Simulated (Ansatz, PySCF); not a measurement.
Reaction (SMILES): Cl[Si]Br -> [Si]Cl + Br atom (the Br-Si bond at the site shown breaks; other sites are not compared here)
Structures are relaxed separately at B3LYP-D3(BJ)/def2-TZVP in Ansatz (an electronic-structure program). Unstable Hartree-Fock reference: Cl[Si]Br.

Property: bond dissociation energy (enthalpy at 298 K, with B3LYP-D3(BJ) rigid-rotor harmonic-oscillator terms from PySCF), in eV. Valence correlation only, unless marked. UHF or UKS for open shells. No spin-orbit coupling. The frozen core is the preceding noble-gas configuration, with the filled d and f shells of earlier blocks. No relativistic terms. CBS marks a two-point X^-3 extrapolation of the correlation energy; Hartree-Fock from the larger set.

| level | program | bond dissociation energy (eV) |
|---|---|---|
| BLYP-D3(BJ)/def2-TZVPD | Ansatz + dftd3 | 3.88 |
| BLYP-D4/def2-TZVPD | Ansatz + dftd4 | 3.88 |
| SCS-MP2/STO-3G | Ansatz | 3.75 |
| CCSD/6-31G* | Ansatz | … |
| CCSD(T)/CBS(def2-TZVPP,def2-QZVPP) | Ansatz | … |

Q: Fill in the missing entries.

A: 
- CCSD/6-31G*, bond dissociation energy (eV): 3.40
- CCSD(T)/CBS(def2-TZVPP,def2-QZVPP), bond dissociation energy (eV): 3.95
